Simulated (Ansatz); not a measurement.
Reaction (ligand exchange at the Si–N bond): `CCN(C)[Si](Cl)(OC)OC` + H₂S → `CO[Si](S)(Cl)OC` + `CCNC`

Computed with Ansatz on PBE0-D4/def2-TZVP structures; ΔE is electronic, products minus reactants. CCSD(T)/CBS adds triple-zeta CCSD(T) − MP2 to the extrapolated MP2 energy (def2 sets, frozen cores). This one scheme is used for every species. Functionals use def2-TZVPP. B3LYP here is the variant with VWN-RPA as its local correlation; programs differ in this. One conformer a species, not always the lowest.

```csv
level,ΔE (kJ/mol),difference from CCSD(T)/CBS
PBE-D4,0.2,-9.9
r2SCAN-D4,4.9,-5.2
PBE0-D4,3.6,-6.5
B3LYP-D4,12.0,1.9
ωB97X-V,9.8,-0.3
ωB97M-V,10.9,0.8
B2PLYP,3.5,-6.6
PBE,-10.2,-20.3
r2SCAN,0.4,-9.7
PBE0,-6.2,-16.3
B3LYP,-3.1,-13.2
HF/def2-TZVPP,1.7,-8.4
MP2/def2-TZVPP,12.6,2.5
SCS-MP2/def2-TZVPP,12.0,1.9
CCSD/def2-TZVPP,14.1,4.0
CCSD(T)/def2-TZVPP,14.9,4.8
HF/def2-QZVPP,2.1,-8.0
MP2/def2-QZVPP,10.0,-0.1
SCS-MP2/def2-QZVPP,9.3,-0.8
HF/CBS(def2),2.2,-7.9
MP2/CBS(def2),7.8,-2.3
CCSD/CBS(def2),9.3,-0.8
CCSD(T)/CBS,10.1,0
```

Largest T1 diagnostic among the species: 0.011.

From PBE to PBE0 (25 % exact exchange), in def2-TZVPP and without D4, ΔE moves by +4.0 kJ/mol. In def2-TZVPP, CCSD(T) changes the Hartree–Fock value by +13.2 kJ/mol (the triples alone add +0.8 kJ/mol) and MP2 by +10.9 kJ/mol.
